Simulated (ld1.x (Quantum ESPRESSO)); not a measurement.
Which change was made? (He, ultrasoft)

```json
{"Element": "He (Z = 2)", "Generator": "ld1.x (Quantum ESPRESSO) 7.5", "Type": "ultrasoft", "Functional": "PW91", "Relativity": "non-relativistic", "Frozen core": "none", "Valence charge": "2", "Reference configuration": "1s2", "Partial waves": "1s (bound): rcut 0.65, rcutus 0.80 bohr; 1s channel at -0.7 Ry: rcut 0.65, rcutus 0.80 bohr; 2p channel at 0.2 Ry: rc 0.65 bohr", "Local potential": "the p channel", "Core correction": "none", "Augmentation charge": "PSQ, radius 0.55 bohr"}
```

Cutoffs, loose and tight: the cutoffs (Ry, on a coarse ladder) from which the occupation-weighted sum of valence levels, in a spherical-Bessel basis at the reference potential, stays within 10 and 1 mRy of its value at 400 Ry. They do not see the model core or the augmentation charge, which bear on the density cutoff. Test errors are all-electron minus pseudo excitation energies from the reference, over the configurations 1s1; 1s1.5; variants that change the core or the reference have their own tests.

The base gives: outcome: generated; cutoff, loose: 60 Ry; cutoff, tight: 80 Ry; bound ghosts: none; largest test error (meV): +6.2.

(1) After one change the result is: outcome: generated; cutoff, loose: 35 Ry; cutoff, tight: 50 Ry; bound ghosts: none; largest test error (meV): +24. Which change was it?
A. all radii scaled by about 1.10 (s 0.88, p 0.72 bohr, rcut 0.72/0.72); augmentation PSQ, radius 0.60 bohr
B. all radii scaled by about 0.95 (s 0.76, p 0.62 bohr, rcut 0.62/0.62); augmentation PSQ, radius 0.52 bohr
C. all radii scaled by about 0.74 (s 0.60, p 0.48 bohr, rcut 0.48/0.48); augmentation PSQ, radius 0.42 bohr
D. all radii scaled by about 1.30 (s 1.04, p 0.84 bohr, rcut 0.84/0.84); augmentation PSQ, radius 0.72 bohr

Answers

(1) D. The others give: all radii scaled by about 0.95 (s 0.76, p 0.62 bohr, rcut 0.62/0.62); augmentation PSQ, radius 0.52 bohr → outcome: generated; cutoff, loose: 70 Ry; cutoff, tight: 90 Ry; bound ghosts: none; largest test error (meV): +4.1 | all radii scaled by about 0.74 (s 0.60, p 0.48 bohr, rcut 0.48/0.48); augmentation PSQ, radius 0.42 bohr → outcome: generated; cutoff, loose: 90 Ry; cutoff, tight: 140 Ry; bound ghosts: none; largest test error (meV): +24 | all radii scaled by about 1.10 (s 0.88, p 0.72 bohr, rcut 0.72/0.72); augmentation PSQ, radius 0.60 bohr → outcome: generated; cutoff, loose: 50 Ry; cutoff, tight: 70 Ry; bound ghosts: none; largest test error (meV): +9.9.
